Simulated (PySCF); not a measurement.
A structure optimised at PBE0-D3(BJ)/def2-SVP, used in a PySCF frequency run:

```
Si
O 1 1.6576
H 2 0.9613 1 115.03
N 1 1.6973 2 104.05 3 150.92
H 4 1.0117 1 120.84 2 173.15
H 4 1.0122 5 113.03 1 -154.14
N 1 1.7055 2 119.77 3 -87.94
H 7 1.0118 1 121.19 2 89.70
H 7 1.0130 8 112.82 1 154.20
Cl 1 2.0932 2 105.08 3 26.99
```

**Question.** Write its SMILES and formula.

**Answer.** N[Si](N)(O)Cl, ClH5N2OSi

**Question.** What are its rotational constants (standard atomic weights)?

**Answer.** 3.7437, 2.3791, 2.2208 GHz
